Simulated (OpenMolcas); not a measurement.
Ar IV: from CASSCF to CASPT2

```
Program             : OpenMolcas 26.06
Basis               : ANO-R1 [4s3p1d]
Scalar Hamiltonian  : X2C, finite nucleus
Active space        : 5 electrons in 4 orbitals (3s 3p)
State averaging     : 2S+1 = 4 odd, 1 root; 2S+1 = 2 odd, 8 roots; 2S+1 = 4 even, 3 roots; 2S+1 = 2 even, 9 roots
Spin-orbit coupling : RASSI with atomic mean-field integrals over the reference wave functions, term energies averaged over their components
```

Methods on the same reference wave functions:
A. CASSCF
B. SS-CASPT2, IPEA 0.25 Eh, imaginary shift 0.1 Eh (closed shells correlated: 2s 2p)

Energies in cm⁻¹ above 3s² 3p³ ⁴S°_3/2, the measured ground level; measured values from Saloman, J. Phys. Chem. Ref. Data 39, 033101 (2010).

```json
{"Level": "3s² 3p³ ⁴S°_3/2", "A": "0.0", "B": "0.0", "Measured": "0.0"}
{"Level": "3s² 3p³ ²D°_3/2", "A": "25720", "B": "23750", "Measured": "21091"}
{"Level": "3s² 3p³ ²D°_5/2", "A": "25897", "B": "23890", "Measured": "21220"}
{"Level": "3s² 3p³ ²P°_1/2", "A": "36093", "B": "37000", "Measured": "34855"}
{"Level": "3s² 3p³ ²P°_3/2", "A": "36269", "B": "37140", "Measured": "35032"}
{"Level": "3s 3p⁴ ⁴P_5/2", "A": "124841", "B": "120370", "Measured": "117563"}
{"Level": "3s 3p⁴ ⁴P_3/2", "A": "125874", "B": "121410", "Measured": "118516"}
{"Level": "3s 3p⁴ ⁴P_1/2", "A": "126465", "B": "122000", "Measured": "119043"}
{"Level": "3s 3p⁴ ²D_3/2", "A": "174818", "B": "159030", "Measured": "145921"}
{"Level": "3s 3p⁴ ²D_5/2", "A": "174844", "B": "159060", "Measured": "145999"}
{"Level": "3s 3p⁴ ²S_1/2", "A": "200388", "B": "191300", "Measured": "177832"}
{"Level": "3s 3p⁴ ²P_3/2", "A": "221529", "B": "206340", "Measured": "222956"}
{"Level": "3s 3p⁴ ²P_1/2", "A": "222771", "B": "207600", "Measured": "224019"}
```

Deviations, from unrounded energies. A percentage is the sum of absolute deviations over the sum of measured energies, with the sign that they share, or ± where signs differ.

| Against measurement | Levels | A | B |
| --- | --- | --- | --- |
| mean absolute deviation (cm-1) | 12 | 9700 | 7600 |
| other terms of the ground configuration (%) | 4 | +10.5 | +8.5 |
| other configurations (%) | 8 | ±8.3 | ±6.4 |

B lies closest to measurement on these levels. The largest miss of B in the table is 3s 3p⁴ ²P_3/2, by -17000 cm-1. The ranking rests on the paired levels alone, and a cruder setting can come out closer through cancelling errors.

From A to B the spin-free energies of the other terms of 3s² 3p³ shown, above ⁴S°, scale by factors of 0.92 to 1.03.

The lowest spin-free term lies below A's lowest term by 0.086 hartree in B.

CASPT2 does not keep the components of a term degenerate, so their means are used; among the terms shown or strongly mixed into the levels shown the widest spread is 1100 cm-1 (3s 3p⁴ ²D, B). Over all roots computed the reference weight is 0.90 to 0.97 in B; the roots of lowest weight are the least certain, and an intruder state may touch them. Terms of s pⁿ other than that of highest spin mix with s² pⁿ⁻² d, which this space lacks; all of them can be thousands of cm-1 off, and some have no real level of that name. The basis is small and was not contracted for so high a charge. Computed and measured levels are paired by configuration, term and J; levels that our copy of the source lacks, or whose pairing is in doubt (as where it misses far off the trend of its configuration), stay unpaired and out of the deviations. Levels of configurations outside the active space are missing.

° marks odd parity.
